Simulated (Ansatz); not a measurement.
The cluster Mg5H10, relaxed as a singlet with RKS r2SCAN-D4/def2-SVP in Ansatz, starting from the GFN1-xTB geometry. Force threshold 0.02 eV/Å.

Another isomer (singlet) lies 0.20 eV lower at PBE0-D4/def2-TZVP; other spin states weren't run for this one.

Start:

```xyz
15

Mg    1.070    2.394    1.118
Mg   -2.060    0.565    0.576
Mg    0.078   -1.696    0.940
Mg   -0.489   -1.574   -2.044
Mg    1.822    0.364   -0.725
H     1.812    2.795    2.434
H    -0.939   -2.325   -3.325
H    -3.327    0.756    1.461
H     1.150   -0.418   -2.099
H     1.758   -0.523    0.809
H     2.106    2.065   -0.517
H    -1.621   -0.405   -0.931
H    -0.580    1.907    0.632
H     0.141   -2.694   -0.435
H    -0.921   -1.211    2.106
```

Question: Estimate the energy that the relaxation releases and the steps that it takes.

Answer: 163.7 kJ/mol, in 19 steps; 58 s on 4 threads of Arm Neoverse V1 on a shared host. No frequencies were taken in this run, so the end may be a saddle point.

Question: Does the start keep its bonding?

Answer: Bonds lost: Mg4–H12 (atoms count from 1). Bonds formed: Mg2–H15, Mg5–H12 (atoms count from 1).

Question: Predict the relaxed structure.

Answer: 
Cartesian coordinates in Å:
```
Mg 1.083 2.683 1.288
Mg -1.726 0.413 1.105
Mg 0.055 -1.896 0.746
Mg -0.322 -1.726 -2.246
Mg 1.329 0.230 -0.688
H 1.658 4.059 2.107
H -1.400 -1.950 -3.548
H -3.312 1.002 0.863
H 1.292 -0.723 -2.225
H 1.640 -0.975 0.705
H 1.776 1.910 -0.276
H -0.582 -0.338 -0.490
H -0.243 1.466 1.522
H -0.074 -2.891 -0.743
H -1.175 -1.266 1.881
```
Bond lengths (bridged metal pairs left out): 16 × H–Mg 1.70 to 2.00 Å.
